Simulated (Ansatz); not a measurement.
Input file for `[F][Ga][Br]` radical:

```yaml
crystal:
  periodic: [false, false, false]
  atoms:
    - {symbol: F, position_ang: [-1.459276, 0.303951, -0.776194]}
    - {symbol: Ga, position_ang: [0.020874, 0.686601, 0.092897]}
    - {symbol: Br, position_ang: [1.427501, -1.055354, 0.669997]}
basis:
  gaussian: {orbitals: def2-QZVPP}
magnetization: {spin_polarized: true, initial_magnetization: 1}
correlation: {method: ccsd_t}
scf: {omitted_lower_state_checks: [cluster_reference]}
```

```sh
$ ansatz run in.yaml --threads 2 --pin off --events-out ev --progress --plain --max-ram 32768MiB --backend cuda --devices 0, --max-vram 18GiB
```

Log, shortened:

```
Functional definition: HF
1566 factors; integrals over basis functions are off by at most 6.9e-4 eV
mean field evaluation 1: about -125042.7821 eV, gradient 2.4e1 eV
mean field evaluation 2: about -125042.7855 eV, gradient 2.4e1 eV
mean field evaluation 4: about -125045.1877 eV, gradient 2.3e0 eV
mean field evaluation 8: about -125045.3063 eV, gradient 2.9e-1 eV
mean field -125045.30859751 eV, -4595.3303322042 hartree, gradient 1.8e-6 eV, S^2 0.758198; 0 other end points of the search recorded, 0 dependent functions left out
19 core orbitals not correlated: weight in the atoms' cores, before any rotation towards them, 1.000 or more for the frozen orbitals, at most 0.000 for the correlated occupied ones
reference -125045.30859751 eV, -4595.3303322042 hartree; 19, 18 occupied and 197, 198 virtual orbitals, 1566 factors
second order -35.52314484 eV of doubles, -0.00000000 eV of singles
cycle   1  -33.57901791 eV  change     1.9e0 eV  update   1.2e-1
cycle   2  -34.21780191 eV  change   -6.4e-1 eV  update   3.9e-2
cycle   3  -34.34694101 eV  change   -1.3e-1 eV  update   2.1e-2
cycle   4  -34.32320300 eV  change    2.4e-2 eV  update   8.2e-3
cycle   5  -34.31374444 eV  change    9.5e-3 eV  update   3.9e-3
cycle   6  -34.31842576 eV  change   -4.7e-3 eV  update   1.6e-3
cycle   7  -34.31903149 eV  change   -6.1e-4 eV  update   7.1e-4
cycle   8  -34.31870725 eV  change    3.2e-4 eV  update   3.0e-4
cycle   9  -34.31868300 eV  change    2.4e-5 eV  update   1.5e-4
cycle  10  -34.31873672 eV  change   -5.4e-5 eV  update   6.4e-5
cycle  11  -34.31868467 eV  change    5.2e-5 eV  update   3.2e-5
cycle  12  -34.31872868 eV  change   -4.4e-5 eV  update   1.6e-5
cycle  13  -34.31872846 eV  change    2.2e-7 eV  update   6.4e-6
perturbative correction -0.96735234 eV, -0.0355495427 hartree
Total energy: -125080.59467831 eV, -4596.6270717559 hartree
Checks for a lower state left out: cluster_reference
```

It took 14 s on 2 threads of an AMD EPYC 7R13 on a shared host and a share of an NVIDIA H100 80 GB, with 0.84 GiB of host memory at the peak.

The correlation energy is -35.286 eV, 2.7 % of it from (T); the T1 diagnostic reads 0.0147.
